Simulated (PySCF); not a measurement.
```xyz
4
charge 1 multiplicity 3, angstrom
Mo    0.0483    0.0000    0.0000
F     1.8114    0.0000    0.0001
F    -1.0329    1.4167    0.0000
F    -1.0329   -1.4167    0.0000
```

Computed with UPBE0/[Mo def2-SVP with ECP28, F def2-SVP], scalar-relativistic core potentials, density fitting, no spin–orbit coupling, PySCF.

This geometry of MoF₃⁺ is a stationary point at this level.

What is the point group?

C2v.

Is it a minimum?

Yes: all harmonic wavenumbers are real, though the softest, 57 cm⁻¹, leaves little margin.

Which band is strongest in the infrared?

845 cm⁻¹ (a1), 197 km/mol.

What are the dipole moment and the gap between the highest occupied and lowest empty levels of either spin?

1.03 D about the centre of mass and 3.43 eV.

Give the ideal-gas entropy at 298.15 K and 1 bar by parts.

translation 171.7, rotation 101.6, vibration 48.0, spin 9.1; total 330.5 J/(mol K).

Only a few start shapes were tried, so a lower isomer may exist. Open d and f shells are described by one determinant, and the ground state may have another occupation or spin.
